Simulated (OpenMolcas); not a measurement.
Ni3+ among 6 point charges of -1.6 e arranged as an octahedron (Oh), 2.09 Å from the ion.

```json
{"Program": "OpenMolcas", "Method": "CASSCF", "Basis": "ANO-RCC-VDZP [5s4p2d1f]", "Scalar Hamiltonian": "DKH2, point nucleus", "Active space": "7 electrons in 5 orbitals (3d)", "State averaging": "2S+1 = 4 even, 10 roots; 2S+1 = 2 even, 40 roots", "Spin-orbit coupling": "state interaction with AMFI integrals over the reference wave functions"}
```

(1) What is the spin-free ground state (labels of O, the rotations of Oh)?

(2) Where is the first state of the same spin?

(3) What are the lowest two levels with spin-orbit coupling?

(4) What is χT at 300 K, and how does it compare with the textbook value?

(5) Which ligand-field parameters describe the states?

Results:

(1) 4T1, 3-fold in its orbital part, 100 % from free-ion F terms; it has the highest spin that d7 allows.

(2) 4T2 at 1780 cm-1 above the ground state.

(3) A 2-fold level Γ6 with g = 4.88, 4.88, 4.88, then a 4-fold level Γ8 365.3 cm-1 above it. Their leading multiplicities are 4 (100 %) and 4 (100 %).

(4) The lowest level has 2S+1 = 4, for which the spin-only value is χT = S(S+1) / 2 = 1.875 cm3 K/mol (g = 2). The computed 4.441 at 300 K differs by +2.566, through orbital momentum, spin-orbit coupling and any other state in reach. With a threefold ground state the orbital momentum is unquenched, so the spin-only value is not expected to hold.

(5) A least-squares ligand-field fit to the states below 45000 cm-1, each weighted by its degeneracy and with a free common offset, gives 10Dq = 2008 cm-1, B = 1409 cm-1 and C = 5213 cm-1 (C/B = 3.70), with an rms deviation of 83 cm-1. 

An orbital triplet at a regular site is open to Jahn-Teller coupling, which can distort the site and quench the lowest spin-orbit gaps and is left out. Without dynamic correlation the repulsion within the d shell is too large (B by tens of per cent), so at a given field states of lower spin stand too high. Point charges give a weaker field than real ligands, and real ions of this kind are often low spin; the high spin found here belongs to the model. This field is weak: 10Dq is about 2008 cm-1, while octahedral complexes of 3d ions of charge 3 and more, computed by the same method with explicit ligands, had a median near 15000 cm-1. Ground spin and moment need not be those of a real site. The ground term spreads over less than 5000 cm-1, several times less than with real ligands, so orbital moments are less quenched and χT lies further from the spin-only value than at real sites. This is an electrostatic model: the charges have no orbitals. No measured value stands beside these numbers.
